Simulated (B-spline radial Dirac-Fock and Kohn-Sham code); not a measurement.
## Two-hole binding energies of Ar⁶⁺

System: Ar⁶⁺, 1s2 2s2 2p6 3s2.

Method: Dirac-Fock energy differences between relaxed states, corrected for Breit and QED terms. Computed with a radial B-spline solver. U is the two-hole binding energy less the two single-hole energies, the effective repulsion of the holes after relaxation. Each two-hole energy is an average over J within one jj subconfiguration.

```
          holes  E(a) (eV)  E(b) (eV)  E(ab) (eV)  U (eV)
           1s⁻²     3334.3     3334.3      6929.2   260.6
   1s⁻¹ 2p1/2⁻¹     3334.3      370.0           ?       ?
   1s⁻¹ 2p3/2⁻¹     3334.3      367.8      3777.5    75.5
           2s⁻²      446.8      446.8       947.9    54.4
   2s⁻¹ 2p1/2⁻¹      446.8      370.0       866.9    50.2
   2s⁻¹ 2p3/2⁻¹      446.8      367.8       864.6    50.0
        2p1/2⁻²      370.0      370.0       800.2    60.2
2p1/2⁻¹ 2p3/2⁻¹      370.0      367.8       794.4    56.7
        2p3/2⁻²      367.8      367.8       793.2    57.7
   2p1/2⁻¹ 3s⁻¹      370.0      122.3       518.2    26.0
   2p3/2⁻¹ 3s⁻¹      367.8      122.3       516.0    26.0
```

Question: Give the missing two-hole energy and U.

Answer: E(ab) = 3780.4 eV and U = 76.1 eV.

Run: 10 s of CPU time on 1 thread of Intel(R) Xeon(R) Platinum 8375C CPU @ 2.90GHz (shared host), peak memory 0.30 GiB.
